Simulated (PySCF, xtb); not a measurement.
F₂Si, SMILES [Si](F)F (connectivity only; charge and spin as stated), charge +1, multiplicity 2.

Harmonic wavenumbers (cm⁻¹) from GFN2-xTB in xtb at its own minimum, in rising order: 198, 910, 1065.

What does PBE-D3(BJ)/def2-TZVP in PySCF 2.14.0 give at its own minimum? (Estimate from the structure and the level; the computed values follow.)

271, 880, 1068. Paired by order, the mean absolute difference is 35 cm⁻¹ and the zero-point energies are 3.1 and 3.2 kcal/mol.
